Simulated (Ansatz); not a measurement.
Si₁₇H₂₅, a doped nanocrystal cut from the lattice of silicon (interstitial H), relaxed as a doublet with UKS PBE-D4/def2-SVP in Ansatz, starting from a model built from a lattice or polyhedron. Force threshold 0.03 eV/Å.

Single mean-field runs in def2-SVP are fitted with def2-universal-jkfit. The relaxation made no stability test and no search for a lower SCF solution.

Start:

```tsv
atom	x (Å)	y (Å)	z (Å)
Si1	-0.0429	3.8662	1.9546
Si2	0.2556	0.2237	3.0717
Si3	-2.3612	-1.7875	-2.6940
Si4	-0.8823	-2.6166	0.7681
Si5	-1.2198	1.0388	-0.3596
Si6	2.5420	1.5579	0.3130
Si7	1.3744	-1.2569	-2.0138
Si8	2.8639	-2.0824	1.4160
Si9	-1.6823	3.2643	0.3674
Si10	-2.8005	0.4092	-1.9751
Si11	-1.3122	-0.4407	1.5074
Si12	2.1311	3.7518	1.0233
Si13	2.4062	0.1196	2.1703
Si14	-2.4919	-3.2576	-0.8244
Si15	-0.2127	-1.8949	-3.6113
Si16	1.2579	-2.7315	-0.1733
Si17	0.9584	0.9279	-1.3107
H18	-0.3342	5.2221	2.3907
H19	-0.1127	2.9758	3.1175
H20	0.1806	-0.6876	4.2437
H21	-0.0148	1.5531	3.5288
H22	-3.3582	-2.1812	-3.6836
H23	-0.9770	-3.5447	1.8945
H24	3.8688	1.4915	-0.2861
H25	2.7066	-1.3222	-2.6092
H26	2.7729	-3.0148	2.5823
H27	4.1852	-2.1438	0.8610
H28	-2.9858	3.2907	0.9601
H29	-1.5630	4.1176	-0.7845
H30	-4.1197	0.4719	-1.3959
H31	-2.7132	1.2943	-3.1031
H32	-2.6769	-0.3863	2.0480
H33	3.0666	4.1395	2.0171
H34	2.1853	4.6742	-0.1013
H35	3.4093	0.5096	3.1314
H36	-3.8227	-3.2068	-0.2463
H37	-2.2000	-4.6316	-1.2716
H38	0.0711	-3.2440	-4.0617
H39	-0.1390	-1.0067	-4.7577
H40	1.5399	-4.0720	-0.5975
H41	1.0105	1.7977	-2.4027
H42	-0.7632	-1.1877	-1.1034
```

| step | energy (eV) | largest force component (eV/Å) | SCF passes |
| --- | --- | --- | --- |
| 1 | -134218.7633 | 2.038 | 19 |
| 2 | -134219.7786 | 0.576 | 22 |
| 3 | -134219.9879 | 0.166 | 21 |
| 4 | -134220.0362 | 0.161 | 21 |
| 5 | -134220.0623 | 0.154 | 21 |
| 6 | -134220.0747 | 0.077 | 21 |
| 7 | -134220.0858 | 0.093 | 22 |
| 8 | -134220.0926 | 0.029 | 21 |

Force components are those of the run's own axes.

End:

Cartesian coordinates in Å:
```
Si -0.097 4.060 1.775
Si 0.294 0.005 3.234
Si -2.405 -1.760 -2.696
Si -0.919 -2.664 0.793
Si -1.133 0.836 -0.331
Si 2.561 1.573 0.403
Si 1.412 -1.252 -2.041
Si 2.864 -2.100 1.417
Si -1.635 3.118 0.259
Si -2.835 0.425 -1.934
Si -1.338 -0.497 1.615
Si 2.113 3.803 1.001
Si 2.412 0.073 2.210
Si -2.511 -3.234 -0.853
Si -0.235 -1.831 -3.629
Si 1.238 -2.700 -0.179
Si 1.042 0.943 -1.278
H -0.397 5.530 1.949
H -0.249 3.393 3.117
H 0.304 -1.124 4.237
H -0.014 1.284 3.968
H -3.403 -2.208 -3.744
H -0.951 -3.688 1.910
H 3.964 1.478 -0.154
H 2.793 -1.406 -2.646
H 2.840 -3.069 2.574
H 4.236 -2.138 0.790
H -3.039 3.159 0.813
H -1.614 3.902 -1.031
H -4.189 0.562 -1.282
H -2.735 1.456 -3.032
H -2.735 -0.352 2.174
H 3.088 4.287 2.046
H 2.278 4.663 -0.228
H 3.446 0.462 3.242
H -3.898 -3.205 -0.256
H -2.245 -4.640 -1.333
H 0.033 -3.231 -4.128
H -0.159 -0.899 -4.814
H 1.510 -4.111 -0.654
H 1.033 1.968 -2.391
H -0.726 -0.869 -0.894
```

By distances, no bond broke or formed. The bond that changes most is Si17–H41, from 1.40 to 1.51 Å (atoms count from 1).

No frequencies were taken in this run, so the end may be a saddle point.

Run time 31 s (2 threads of AMD EPYC 7R13 on a shared host and a share (18 GiB) of an NVIDIA H100 80GB HBM3), peak host memory 0.94 GiB.
